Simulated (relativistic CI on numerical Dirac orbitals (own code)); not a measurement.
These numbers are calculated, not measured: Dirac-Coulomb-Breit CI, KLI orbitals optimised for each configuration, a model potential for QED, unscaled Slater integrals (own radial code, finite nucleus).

CI space (outside the closed core [Ne]): 3s2.3p6.3d5, 3s2.3p5.3d6, 3s2.3p4.3d7, 3s.3p6.3d6, 3p6.3d7, 3s.3p5.3d7, 3s2.3p6.3d4.4s, 3s2.3p6.3d4.4p, 3s2.3p4.3d6.4s, 3s2.3p6.3d4.4d, 3s2.3p4.3d6.4p, 3s2.3p5.3d5.4s, 3s2.3p6.3d4.4f, 3s.3p5.3d6.4s, 3s2.3p5.3d5.4p, 3s.3p5.3d6.4p, 3s2.3p6.3d3.4s2, 3s.3p6.3d5.4s, 3s2.3p6.3d3.4s.4p, 3p6.3d6.4p. Levels of other configurations are missing.

At this charge energies of transitions that change n are usually good to better than 1 %, and those within a shell (Δn = 0) to a few per cent.

Outline of the computed level scheme of Pb LX. Lowest level of each configuration: 3s2.3p6.3d5 2D_5/2 at 0.000 eV; 3s2.3p5.3d6 4G°_11/2 at 465.555 eV.

Some strong electric-dipole decays among the lowest 45 levels: 3s2.3p5.3d6 2D°_5/2 → 3s2.3p6.3d5 2D_5/2 (2.7e+12 s⁻¹); 3s2.3p5.3d6 4D°_7/2 → 3s2.3p6.3d5 2D_5/2 (8.6e+11 s⁻¹); 3s2.3p5.3d6 4D°_7/2 → 3s2.3p6.3d5 2D_5/2 (2.0e+11 s⁻¹); 3s2.3p5.3d6 2P°_1/2 → 3s2.3p6.3d5 4D_3/2 (2.0e+10 s⁻¹); 3s2.3p5.3d6 4G°_11/2 → 3s2.3p6.3d5 2H_11/2 (1.6e+10 s⁻¹); 3s2.3p5.3d6 4D°_7/2 → 3s2.3p6.3d5 2G_9/2 (1.4e+10 s⁻¹); 3s2.3p5.3d6 4F°_9/2 → 3s2.3p6.3d5 4G_7/2 (1.3e+10 s⁻¹); 3s2.3p5.3d6 2P°_3/2 → 3s2.3p6.3d5 2D_5/2 (1.3e+10 s⁻¹).

LS names give the leading component of a level, which can be under half, so a name can repeat, a term be missing and a line seem to break the LS rules.
